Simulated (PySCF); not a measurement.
BFI2, SMILES IB(F)I.

Coordinates come from a PBE0-D3(BJ)/def2-SVP optimisation. The def2 effective core potentials stand for the cores of I; spin–orbit coupling is left out.

Method: B3LYP/def2-TZVPD in PySCF.

Symmetry labels are those of the subgroup C2v that the program uses (full group C2v).

Computed valence orbital energies around the gap with their symmetry:
```csv
orbital,symmetry,energy (eV)
HOMO−7,B2,-13.82
HOMO−6,B1,-13.74
HOMO−5,A1,-12.00
HOMO−4,B2,-9.36
HOMO−3,B1,-8.55
HOMO−2,A1,-8.22
HOMO−1,A2,-7.81
HOMO,B2,-7.46
LUMO,B1,-1.93
LUMO+1,A1,-1.13
LUMO+2,A1,-0.28
LUMO+3,B2,0.06
```
